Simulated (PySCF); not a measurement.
Compound: C5H7F3.
Structure used (PBE0-D3(BJ)/def2-SVP), in Å, numbered top down from 1:
```
atom  x, y, z in Å
C1    -1.7232   -0.8362   -0.3334
C2    -0.4558   -0.0826   -0.0558
C3     0.7396   -0.6767   -0.1615
C4     2.0978   -0.1031    0.0735
F5     2.9405   -0.6073   -0.8642
F6     2.5664   -0.5088    1.2815
C7    -0.7092    1.3441    0.3288
F8     0.4069    2.0484    0.6888
H9    -2.3837   -0.8442    0.5498
H10   -2.2932   -0.3653   -1.1521
H11   -1.5161   -1.8761   -0.6167
H12    0.7724   -1.7379   -0.4331
H13    2.1473    0.9913    0.0324
H14   -1.1958    1.8680   -0.5148
H15   -1.4188    1.3634    1.1762
```

Level of theory: TDDFT wB97X-D/def2-SVPD, vertical, gas phase, core orbitals frozen in the response (PySCF).

Q: List the vertical singlet excitations with oscillator strengths and describe the spectrum.

A: 

| state | λ (nm) | E (eV) | f | main configurations (H = HOMO, L = LUMO) |
| --- | --- | --- | --- | --- |
| S1 | 172.6 | 7.18 | 0.519 | H→L (96%) |
| S2 | 164.4 | 7.54 | 0.0063 | H-1→L (87%) |
| S3 | 162.8 | 7.62 | 0.0086 | H→L+1 (82%) |
| S4 | 151.3 | 8.20 | 0.0016 | H→L+2 (86%) |
| S5 | 144.4 | 8.58 | 0.0004 | H-2→L (85%) |
| S6 | 141.5 | 8.76 | 0.032 | H→L+3 (46%), H→L+4 (39%) |
| S7 | 134.5 | 9.22 | 0.032 | H-3→L (81%), H-2→L (8%) |
| S8 | 133.9 | 9.26 | 0.027 | H→L+3 (38%), H→L+4 (36%) |
| S9 | 131.7 | 9.41 | 0.0065 | H-1→L+1 (52%), H-1→L+2 (24%) |
| S10 | 129.9 | 9.54 | 0.012 | H-4→L (51%), H→L+5 (25%) |

Triplets, Tamm–Dancoff:

```
state  E (eV)  λ (nm)  main configurations (H = HOMO, L = LUMO)
   T1    4.35   285.0                                 H→L (94%)
   T2    7.20   172.2                               H-1→L (92%)
   T3    7.59   163.4                               H→L+1 (87%)
   T4    8.15   152.2                  H→L+2 (73%), H-2→L (10%)
```

The lowest singlet comes at 173 nm (693 kJ/mol) in the vacuum ultraviolet; it is strong; its leading configuration is HOMO→LUMO (96%). The lowest level is also the most intense of those listed (f = 0.519). Löwdin shares by element: HOMO carbon 79% or more (atoms not listed hold the other 21%); LUMO carbon 69% or more (atoms not listed hold the other 31%). The listed states span 2.36 eV, and the widest gap between neighbours is 0.58 eV (S3 to S4). Of the 10 states listed, 5 reach f = 0.01 and 1 stays under 0.0005. The oscillator strengths of these states sum to 0.645; summed over the whole spectrum of an exact calculation they would give the number of electrons, 64 (Thomas–Reiche–Kuhn). All these states lie below the vertical ionisation energy of 9.99 eV (ΔSCF). Only the lowest 10 singlets were computed, as vertical energies without vibronic structure.

One conformer stands for the species.
